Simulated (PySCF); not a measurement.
## Field gradients at the hydrogen positions

Compound: C8H8N3 (charge -1).
Atom-mapped SMILES: `[CH3:1][CH2:2][c:3]1[cH:4][cH:5][cH:6][c:7]2[n-:8][n:9][n:10][c:11]12` (hydrogens: H12, H13, H14 on C1; H15, H16 on C2; H17 on C4; H18 on C5; H19 on C6)

Cartesian coordinates in Å at the GFN2-xTB level; atoms count from 1:
```
atom  x, y, z in Å
C1     2.5564    0.1258   -0.5052
C2     1.6282    0.4995    0.6506
C3     0.2236    0.0454    0.3658
C4    -0.2922   -1.1251    0.8771
C5    -1.5937   -1.5619    0.5831
C6    -2.4300   -0.8442   -0.2379
C7    -1.9419    0.3455   -0.7774
N8    -2.4766    1.2734   -1.6032
N9    -1.5554    2.1926   -1.7847
N10   -0.4352    1.9538   -1.1405
C11   -0.6108    0.7888   -0.4759
H12    2.5682   -0.9544   -0.6477
H13    2.1943    0.5916   -1.4182
H14    3.5759    0.4645   -0.3167
H15    1.6340    1.5860    0.7667
H16    1.9927    0.0434    1.5783
H17    0.3241   -1.7341    1.5329
H18   -1.9378   -2.4941    1.0214
H19   -3.4335   -1.1872   -0.4608
```

Level: PBE0/pcSseg-1 (PySCF, non-relativistic); Q(2H) = 0.00286 b; rigid geometry, the same for H and D, with no vibrational averaging.

Task: Rank these positions by the coupling χzz of a deuteron there, largest first.
A. H15 (methylene hydrogen)
B. H12 (methyl hydrogen)
C. H18 (aromatic hydrogen)

Result: C (219 kHz), B (211 kHz), A (203 kHz).

Task: Give the electric field gradient Vzz (the principal value of largest size), its asymmetry and the 2H coupling at each hydrogen.

Result: 
```
atom  bonded to  bond length (Å)  Vzz (au)     η  χzz (kHz)
 H12         C1            1.090    0.3141  0.02        211
 H13         C1            1.087    0.3113  0.01        209
 H14         C1            1.091    0.3158  0.02        212
 H15         C2            1.093    0.3021  0.02        203
 H16         C2            1.096    0.3020  0.01        203
 H17         C4            1.087    0.3247  0.09        218
 H18         C5            1.086    0.3262  0.08        219
 H19         C6            1.084    0.3293  0.05        221
```

Task: How does χzz go with the bond length over the 8 C–H bonds?

Result: A straight-line fit has a slope of -15.5 kHz for each 0.01 Å, with a correlation coefficient of -0.89, over lengths from 1.084 to 1.096 Å. The longer bonds have the smaller couplings here.

The structure is a single GFN2-xTB conformer in the gas phase; no vibrational or solvent corrections. The pcSseg-1 basis has no diffuse functions, a weakness for an anion. GFN2-xTB bond lengths can be off by several hundredths of an ångström, more for odd bonds, and the gradients follow them. With so small a basis the couplings can be 20 % off.

These values come from a run that also computed NMR shieldings. Cost: about 2.6 min of CPU time on one thread (with the writing of density and orbital grids); the machine was shared, so the figure is rough.
